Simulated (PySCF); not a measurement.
C₆H₁₀S₂.
Structure used (PBE0-D3(BJ)/def2-SVP), in Å, numbered top down from 1:
```
atom  x, y, z in Å
C1     2.5101    0.5783   -0.4642
C2     2.3067   -0.7286    0.2730
S3     0.8192   -1.4986   -0.4178
C4    -0.1851    0.0281   -0.3876
C5    -1.1067    0.1171    0.7957
C6    -2.3469    0.9579    0.7001
C7    -2.4527   -0.5382    0.7342
S8     0.9379    1.4878   -0.4327
H9     2.8292    0.3949   -1.5015
H10    3.2598    1.2152    0.0324
H11    2.1976   -0.5640    1.3566
H12    3.1400   -1.4291    0.1060
H13   -0.7730    0.0141   -1.3199
H14   -0.5867    0.1081    1.7591
H15   -2.6517    1.5260    1.5824
H16   -2.5451    1.4659   -0.2485
H17   -2.8323   -1.0161    1.6407
H18   -2.7238   -1.0566   -0.1904
```

Level: CAM-B3LYP/def2-SVPD in PySCF, non-relativistic, on one gas-phase PBE0-D3(BJ)/def2-SVP geometry that isn't relaxed in the solvent. The solvent is an IEF-PCM continuum (Bondi radii, 1.10 Å for H, scaled by 1.2). Specific hydrogen bonds and non-electrostatic terms are outside this model.

Gas phase at CAM-B3LYP/def2-SVPD: HOMO -7.85 eV, LUMO 0.89 eV, dipole 1.02 D.

Question: What does the continuum do to the energy, the frontier levels and the dipole at CAM-B3LYP/def2-SVPD in benzene and methanol?

Answer: 
```json
{"solvent": "benzene", "ε": "2.271", "E(solvent) − E(gas) (kJ/mol)": "-9.88", "polarisation term (kJ/mol)": "-10.56", "distortion of the solute (kJ/mol)": "0.68", "HOMO (eV)": "-7.86", "LUMO (eV)": "0.94", "dipole (D)": "1.20"}
{"solvent": "methanol", "ε": "32.61", "E(solvent) − E(gas) (kJ/mol)": "-22.54", "polarisation term (kJ/mol)": "-26.17", "distortion of the solute (kJ/mol)": "3.63", "HOMO (eV)": "-7.93", "LUMO (eV)": "0.95", "dipole (D)": "1.44"}
```

The first energy column is the sum of the next two and covers electrostatics alone. From benzene to methanol the lowering changes by a factor 2.28, Onsager's factor (ε − 1)/(2ε + 1) by 2.08 and ε itself by 14.4.

Question: Which radius a makes the point-dipole formula ΔE = −[(ε − 1)/(2ε + 1)]·μ²/a³ give the value in methanol, with the gas-phase dipole?

Answer: μ = 0.400 au and |ΔE| = 0.00858 Eh give a = 1.10 Å; the farthest nucleus lies 3.49 Å from the centroid of the nuclei, so such a sphere wouldn't even hold the nuclei. The formula assumes a rigid point dipole at the centre of a sphere.

Question: Give the dipole vector in the frame of the coordinates (D, pointing from negative to positive charge), gas and methanol.

Answer: Gas (0.68, -0.14, 0.75), solvent (1.08, -0.21, 0.94). Its length changes by +42 % and its direction by 7°.

Question: How does the static polarisability (CAM-B3LYP/def2-SVPD, frozen core, with the continuum's full static response) change?

Answer: 
```csv
medium,isotropic (au),principal values (au),⟨r²⟩ of the electrons (bohr²)
gas,106.9,"87.0, 108.3, 125.3",1415.5
benzene,124.1,"101.5, 127.6, 143.2",1415.1
methanol,151.7,"130.1, 158.3, 166.6",1414.7
```

The isotropic value in methanol is 1.42 times the gas-phase one; no cavity-field correction is applied. ⟨r²⟩ is taken about the centre of nuclear charge.
